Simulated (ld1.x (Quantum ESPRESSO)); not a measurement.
# O: one change to an RRKJ potential, before and after

| Property | Result |
| --- | --- |
| Element | oxygen (O) |
| Generator | ld1.x (Quantum ESPRESSO) 7.5 |
| Type | norm-conserving RRKJ (Kleinman–Bylander form) |
| Functional | LDA (PZ) |
| Relativity | scalar-relativistic |
| Frozen core | [He] |
| Valence charge | 6 |
| Reference configuration | 2s2 2p2 (charge +2) |
| Partial waves | 2p (bound): rc 1.85 bohr; 2s (bound): rc 0.85 bohr |
| Local potential | the s channel |
| Core correction | none |

Change: wave 2s (bound): rc 0.85 bohr becomes 2s (bound): rc 0.66 bohr.

Cutoffs: the cutoffs (Ry, on a coarse ladder) from which the occupation-weighted sum of valence levels, in a spherical-Bessel basis at the reference potential, stays within 10 and 1 mRy of its value at 400 Ry; they do not see the model core or the augmentation charge, which bear on the density cutoff. Errors are all-electron minus pseudo energies relative to the spin-unpolarised reference configuration.

Task: How do hardness, ghosts and transferability respond?

Result: The potential gets harder (90 Ry and 180 Ry → 140 Ry and 230 Ry); the errors of the 9 common tests hardly move; neither file shows a bound ghost. A smaller radius makes the pseudo-wave follow the all-electron one further in, where it bends more sharply, so more plane waves are needed.

| quantity | base | changed |
| --- | --- | --- |
| cutoff, loose | 90 Ry | 140 Ry |
| cutoff, tight | 180 Ry | 230 Ry |
| bound ghosts | none | none |
| error for 2s2 2p4, meV [ΔE -50.29 eV] | +646 | +644 |
| error for 2s2 2p3, meV [ΔE -33.71 eV] | +275 | +274 |
| error for 2s2 2p1, meV [ΔE 53.96 eV] | +592 | +591 |
| error for 2s2 2p0, meV [ΔE 130.92 eV] | +3162 | +3158 |
| error for 2s2 2p4.3, meV [ΔE -52.47 eV] | +711 | +709 |
| error for 2s1 2p4, meV [ΔE -18.87 eV] | +704 | +703 |
| error for 2s2 2p3.5, meV [ΔE -43.93 eV] | +481 | +480 |
| error for 2s2 2p2 (spin-polarised), meV [ΔE -2.23 eV] | +27 | +27 |
| error for 2s2 2p4 (spin-polarised), meV [ΔE -51.70 eV] | +709 | +707 |
| s: phases at 1.99 bohr within 0.05 rad from the reference energy up to (Ry; the scan ends near 5) | to the end of the scan | to the end of the scan |
| p: phases at 1.99 bohr within 0.05 rad from the reference energy up to (Ry; the scan ends near 5) | -0.7 | -0.7 |
